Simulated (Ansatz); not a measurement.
VS2. The state is a doublet with charge 0. Geometry PBE0-D4/def2-TZVP.

```xyz
3

V    -0.388    0.294   -0.560
S    -0.364    1.073    1.308
S     0.752   -1.368   -0.748
```

The 6-31G sets use Cartesian d functions. At HF/6-31G the charge 0 doublet is spin-contaminated (final ⟨S²⟩ up to 2.44, 0.75 for a pure state). The structure comes from a short search, and lower isomers may exist.

Problem. Estimate the α-spin orbital energies around the gap (eV) in Ansatz with HF/6-31G, PBE-D4/def2-TZVP, revPBE-D4/def2-TZVP, r2SCAN-D4/def2-TZVP, r2SCAN-D4/def2-TZVPD.

Solution. 
| orbital | HF/6-31G | PBE-D4/def2-TZVP | revPBE-D4/def2-TZVP | r2SCAN-D4/def2-TZVP | r2SCAN-D4/def2-TZVPD |
| --- | --- | --- | --- | --- | --- |
| HOMO−9 | -58.98 | -43.33 | -43.32 | -45.20 | -45.25 |
| HOMO−8 | -23.25 | -16.32 | -16.25 | -16.96 | -17.01 |
| HOMO−7 | -22.57 | -15.96 | -15.90 | -16.57 | -16.63 |
| HOMO−6 | -13.77 | -7.77 | -7.71 | -8.10 | -8.15 |
| HOMO−5 | -13.77 | -7.50 | -7.44 | -7.87 | -7.93 |
| HOMO−4 | -13.74 | -7.26 | -7.19 | -7.57 | -7.63 |
| HOMO−3 | -10.42 | -7.04 | -6.98 | -7.28 | -7.33 |
| HOMO−2 | -10.22 | -6.82 | -6.75 | -6.99 | -7.04 |
| HOMO−1 | -10.05 | -5.91 | -5.85 | -6.08 | -6.13 |
| HOMO | -9.37 | -5.37 | -5.34 | -5.98 | -6.02 |
| LUMO | -0.75 | -4.51 | -4.41 | -4.37 | -4.43 |
| LUMO+1 | -0.16 | -4.28 | -4.18 | -4.29 | -4.35 |
| LUMO+2 | 1.07 | -3.54 | -3.47 | -3.57 | -3.63 |
| LUMO+3 | 2.24 | -2.91 | -2.83 | -2.94 | -3.00 |
| LUMO+4 | 2.57 | -1.57 | -1.50 | -1.30 | -1.49 |
| LUMO+5 | 3.06 | 0.40 | 0.48 | 0.66 | -0.17 |
| β HOMO | -10.63 | -6.00 | -5.95 | -6.27 | -6.32 |
| β LUMO | -0.09 | -3.96 | -3.87 | -3.74 | -3.80 |
